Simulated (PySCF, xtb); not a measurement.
selenium hexafluoride (F6Se), SMILES F[Se](F)(F)(F)(F)F.

The structure is a stationary point at ωB97X-D3(BJ)/def2-SVP.

Computed with PySCF with IEF-PCM-ωB97X/def2-SVP.

The values are the electrostatic part of the solvation free energy, E(continuum) − E(gas) at the gas-phase geometry, in a cavity of scaled van der Waals radii (PySCF's table); cavitation and dispersion terms are not included. In vacuum the orbital gap is 13.73 eV. The dipole moment in vacuum is 0.00 D.

```csv
solvent,ε,ΔG(elec) (kcal/mol),dipole (D),gap (eV)
water,78.36,-0.8,0.00,13.72
2-propanol,19.26,-0.8,0.00,13.72
acetone,20.49,-0.8,0.00,13.72
```

For comparison, GFN2-xTB/ALPB(water) (xtb, at the GFN2-xTB geometry, all terms of that model) gives 0.9 kcal/mol.
